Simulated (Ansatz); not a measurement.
Cost and result up the ladder for the cluster Li7 (the lowest doublet isomer of a short search) (7 atoms). The state is a doublet with charge 0. Geometry: PBE/def2-TZVP.

```xyz
7

Li    1.804   -0.771   -1.680
Li    1.529    2.018   -0.513
Li   -2.061   -0.768    1.356
Li   -0.417   -2.495   -0.525
Li    0.858   -0.374    1.090
Li   -0.856    2.018    1.363
Li   -0.857    0.370   -1.091
```

Ansatz on 4 threads of Arm Neoverse V1 on a shared host. Times are rough, and most runs start from the orbitals of an earlier one. ωB97M-V/def2-TZVP serves as the yardstick here, not as an exact answer. Binding counts from free atoms at the same level (Li doublet; other spins of the atoms weren't run), without zero-point energy or a counterpoise term.

LC-ωPBE has ω = 0.4 bohr⁻¹. Correlated methods freeze no core orbitals; core or outer-core shells of Li are correlated, in sets that lack core-valence functions. The structure comes from a short search, and lower isomers may exist.

Run but left out: HF/STO-3G, HF/6-31G, MP2/def2-TZVP, CCSD(T)/def2-TZVPD, CCSD(T)/def2-TZVPP (⟨S²⟩ 1.45 to 1.77, where a pure state has 0.75).

Correlated methods converge slowly with the basis.

```csv
level,functions,wall time,binding energy per atom (eV),difference from ωB97M-V/def2-TZVP (eV)
PBE/def2-TZVP,98,1.4 s,0.90,0.03
PBE/def2-TZVPD,119,1.8 s,0.90,0.03
BHLYP/def2-TZVP (with forces),98,2 s,0.76,-0.11
RPA@PBE/def2-TZVP,98,2.2 s,0.56,-0.31
PBE0/def2-TZVPD,119,2.3 s,0.87,-0.01
B2PLYP/def2-TZVP,98,2.5 s,0.77,-0.10
PBE-QIDH/def2-TZVP,98,3 s,0.79,-0.08
CAM-B3LYP/def2-TZVP,98,3.3 s,0.78,-0.09
PBE0/def2-TZVP,98,4.3 s,0.86,-0.01
LC-ωPBE/def2-TZVP,98,5.5 s,0.80,-0.07
r2SCAN/def2-TZVP,98,6.5 s,0.87,-0.01
ωB97M-V/def2-TZVP,98,8 s,0.87,0.00
r2SCAN/def2-TZVPD,119,9.5 s,0.87,0.00
ωB97X-V/def2-TZVP,98,17 s,0.82,-0.05
```
